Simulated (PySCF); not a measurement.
**Correlation energy of Be²⁺ (beryllium, charge +2)**

1s2, closed-shell 1S. All numbers are calculated (PySCF 2.14, the non-relativistic Hamiltonian (point nucleus), in def2-TZVPPD (5s4p1d, 22 functions)). Frozen: nothing; 2 electrons correlated.

With two correlated electrons CCSD is exact within the correlated space (frozen core and kept virtual orbitals).

```
level  correlation energy (mhartree)
 CCSD                         -30.04
```

Diagnostics: T1 = 0.00063, D1 = 0.0009, largest double amplitude 0.021.

Problem. Is a single reference adequate?

Solution. Yes: T1 lies below 0.03 and no double amplitude reaches 0.07.

This basis was not built for core-valence correlation, so the inner-shell part is incomplete.
